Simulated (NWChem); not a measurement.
Molecule: C$_{3}$H$_{6}$Si; SMILES C=C=C[SiH3]

```xyz
10

C      0.3431     2.3820     0.2115
C     -0.2010     1.2216    -0.0489
C     -0.7236     0.0470    -0.3016
Si     0.2041    -1.5551    -0.0091
H      0.9134     2.9229    -0.5405
H      0.2420     2.8498     1.1883
H     -1.7408     0.0040    -0.6984
H     -0.5287    -2.4178     0.9591
H      0.3407    -2.3228    -1.2782
H      1.5554    -1.2553     0.5288
```
Atoms are numbered in this order, from 1.

The geometry was optimised at B3LYP/6-31G* (spherical d).

Question: Give the principal values of the shielding tensors (ppm) of C1, C2, C3, Si4 from Hartree-Fock/6-31G* (spherical d), GIAO (NWChem), with their diamagnetic and paramagnetic parts as GIAO splits them.

Answer: 
```
atom    σ11    σ22    σ33  isotropic  diamagnetic  paramagnetic
----  -----  -----  -----  ---------  -----------  ------------
C1     48.4  157.7  188.3      131.5        264.5        -133.0
C2    -55.6  -42.5   43.0      -18.4        249.3        -267.6
C3     47.7  150.5  197.3      131.8        266.8        -135.0
Si4   467.6  486.1  525.9      493.2        880.2        -387.0
```
